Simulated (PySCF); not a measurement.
Isomers of C4H10FNSi. Method: TDDFT CAM-B3LYP/def2-SVPD, vertical, gas phase, core orbitals frozen in the response (PySCF 2.14.0, density-fitted response routines). Geometries: GFN2-xTB; one conformer of each isolated species. Triplets are in the Tamm–Dancoff approximation. 'Strongest' means the level of largest summed f among the lowest 8 singlets; it needn't be the same kind of state in each.

**Question.** Rank by computed HOMO–LUMO gap, lowest first.
A. `C=N[Si@@H](CC)CF`
B. `NC[C@@]1(F)CC[SiH2]1`
C. `CN1C[C@H](F)C[SiH2]1`
D. `C[C@@H]1CC[Si@H](F)N1`

**Answer.** A (8.70 eV), C (8.92 eV), B (9.17 eV), D (9.72 eV).

```csv
SMILES,gap (eV),S1 (eV),f (strongest),first f ≥ 0.01 (nm),HOMO (eV),T1 (eV),S1 mainly
C=N[Si@@H](CC)CF,8.70,4.00,0.18,181,-8.54,3.40,H→L (98%)
CN1C[C@H](F)C[SiH2]1,8.92,5.64,0.10,204,-7.82,5.44,H→L (94%)
NC[C@@]1(F)CC[SiH2]1,9.17,6.30,0.04,197,-8.41,5.94,H→L (57%)
C[C@@H]1CC[Si@H](F)N1,9.72,6.52,0.05,190,-8.48,6.26,H→L (82%)
```

H and L stand for HOMO and LUMO.

- `C=N[Si@@H](CC)CF`: Löwdin shares by element: HOMO nitrogen 57%, carbon 16% or more, silicon 9%, hydrogen 6% or more; LUMO carbon 40% or more, nitrogen 33%, hydrogen 15% or more.
- `CN1C[C@H](F)C[SiH2]1`: Löwdin shares by element: HOMO nitrogen 53%, carbon 17% or more, silicon 8% (atoms not listed hold the other 22%); LUMO silicon 25%, hydrogen 20% or more, carbon 19% or more (atoms not listed hold the other 37%).
- `NC[C@@]1(F)CC[SiH2]1`: Löwdin shares by element: HOMO nitrogen 55%, carbon 22% or more, hydrogen 6% or more (atoms not listed hold the other 17%); LUMO silicon 34%, hydrogen 21% or more, carbon 12% or more (atoms not listed hold the other 33%).
- `C[C@@H]1CC[Si@H](F)N1`: Löwdin shares by element: HOMO nitrogen 56%, carbon 12% or more, silicon 8%, hydrogen 7% or more (atoms not listed hold the other 17%); LUMO carbon 21% or more, silicon 17%, hydrogen 11% or more (atoms not listed hold the other 51%).

Without π bonds the low states are Rydberg-like; a valence basis with one diffuse set may place them up to an eV too high.
